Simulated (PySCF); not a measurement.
Al(Cl)(OH)(OSiH3) (AlClH4O2Si), SMILES [OH][Al]([Cl])[O][SiH3]. Heavy atoms are numbered as in [Al:1]([Cl:2])([OH:3])[O:5][SiH3:6]. Hydrogens are named by the atom that carries them.

Geometry: PBE0-D3(BJ)/def2-SVP. The structure was generated by enumeration; whether it is a known compound was not checked. One conformer was computed; it need not be the lowest.

Calculation: B3LYP/pcSseg-1 run with PySCF.

GIAO shieldings, no solvent; atoms alike by connectivity are averaged. δ = σ(ref) − σ: ³⁵Cl against HCl (σ = 933.3 ppm); ¹⁷O against H2O (σ = 333.8 ppm); ¹H against TMS (σ = 31.68 ppm); ²⁹Si against TMS (σ = 338.7 ppm), references at their B3LYP-D3(BJ)/def2-TZVP geometries, non-relativistic (without spin–orbit terms, shifts of atoms bonded to Cl or Br come out too high).

```tsv
nucleus	atoms	count	δ (ppm)
³⁵Cl	Cl2	1	-85.9
¹⁷O	O5	1	30.1
¹⁷O	O3 (OH)	1	23.7
¹H	H on Si6	3	5.28
¹H	H on O3	1	1.94
²⁹Si	Si6 (SiH3)	1	-44.4
```
